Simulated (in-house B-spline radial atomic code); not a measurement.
Values are calculated unless marked as measured or tabulated.
# Making a Troullier-Martins s channel for C, r_c = 1.71 bohr

C, [He] 2s2 2p2, non-relativistic LDA (VWN5), spherical and spin-unpolarised, from an all-electron radial atomic-structure program (B-spline basis) (atomic units). The all-electron 2s level is ε = -0.500866 hartree, its outermost node lies just inside 0.39 bohr and its outer maximum at 1.22 bohr.

Inside r_c the pseudo-orbital is u(r) = r^1 exp(p(r)), with p = c0 + c2 r² + c4 r⁴ + … + c12 r¹². The seven coefficients follow from p and its first four derivatives at r_c, from zero curvature of the screened potential at the origin, c4 = −c2²/(2l + 5), and from the norm inside r_c. At r_c the all-electron orbital has P = 0.7067877, P' = -0.3489992, the screened potential V = -0.6726053, V' = 0.8087266, V'' = -1.401574, and the norm inside is Q = 0.6378927.

Problem. What are p, p' and p'' at r_c?

Solution. p = ln(P/r_c^1) = ln(0.7067877/1.71) = -0.88352. p' = P'/P − 1/r_c = -0.49378 − 0.58480 = -1.07858. The radial equation gives p'' = 2(V − ε) − 2(1) p'/r_c − p'² = -0.34348 − (-1.26149) − 1.16333 = -0.24531. Differentiating, p''' = 2V' + 2(1)p'/r_c² − 2(1)p''/r_c − 2p'p'' = 0.63747, and p'''' = 2V'' − 4(1)p'/r_c³ + 4(1)p''/r_c² − 2(1)p'''/r_c − 2p''² − 2p'p''' = -1.7667.

For a trial c2 the five matching conditions are linear in c0, c6, c8, c10 and c12, and c2 is varied until the norm inside r_c equals Q. The root nearest zero gives:

```csv
n,c_n
0,-0.1831022
2,-0.03217168
4,-0.0002070034
6,-0.1308336
8,0.06853165
10,-0.01408025
12,0.001065932
```

Problem. Check c4 and p(r_c), and find the screened pseudopotential at the origin.

Solution. −c2²/5 = -0.000207003, as listed. The terms c_n r_c^n are -0.18310, -0.09407, -0.00177, -3.27112, 5.01026, -3.01003, 0.66632, which sum to -0.88352. Inverting the radial equation, V_l(r) = ε + 1 p'/r + (p'' + p'²)/2, so V_l(0) = ε + (2l + 3) c2 = -0.500866 + 3 × (-0.0321717) = -0.5974 hartree, finite where the all-electron potential diverges.

Orbitals and screened potentials:

```json
{"r (bohr)": "0.171", "P": "-0.341", "u": "0.1423", "V all-electron": "-26.22", "V pseudo": "-0.5997"}
{"r (bohr)": "0.428", "P": "0.09864", "u": "0.354", "V all-electron": "-7.524", "V pseudo": "-0.6749"}
{"r (bohr)": "0.684", "P": "0.5261", "u": "0.5552", "V all-electron": "-3.631", "V pseudo": "-0.9742"}
{"r (bohr)": "0.94", "P": "0.7506", "u": "0.7196", "V all-electron": "-2.134", "V pseudo": "-1.406"}
{"r (bohr)": "1.197", "P": "0.815", "u": "0.8012", "V all-electron": "-1.37", "V pseudo": "-1.504"}
{"r (bohr)": "1.454", "P": "0.784", "u": "0.7831", "V all-electron": "-0.9356", "V pseudo": "-1.058"}
{"r (bohr)": "1.71", "P": "0.7068", "u": "0.7068", "V all-electron": "-0.6726", "V pseudo": "-0.6726"}
```

Logarithmic derivatives P'/P at R = 2.01 bohr, for energies E around ε:

```tsv
E − ε (hartree)	all-electron	pseudo
-0.5	0.614884	0.609938
-0.25	0.148879	0.146395
-0.1	-0.259374	-0.260036
0	-0.63237	-0.63237
0.1	-1.14716	-1.14874
0.25	-2.48665	-2.51108
0.5	-19.5552	-23.69
```

Problem. With P(R) = 0.5959328 and a norm of 0.7657455 inside R, what slope in energy does norm conservation fix?

Solution. d(P'/P)/dE = −2 × (norm inside R)/P(R)² = -4.3124 per hartree·bohr at E = ε, for both atoms, since orbital and norm agree at R. Differences over ±0.1 hartree give -4.4389 (all-electron) and -4.4435 (pseudo), which also hold third-order terms. Half a hartree below ε the two curves differ by -0.0049.
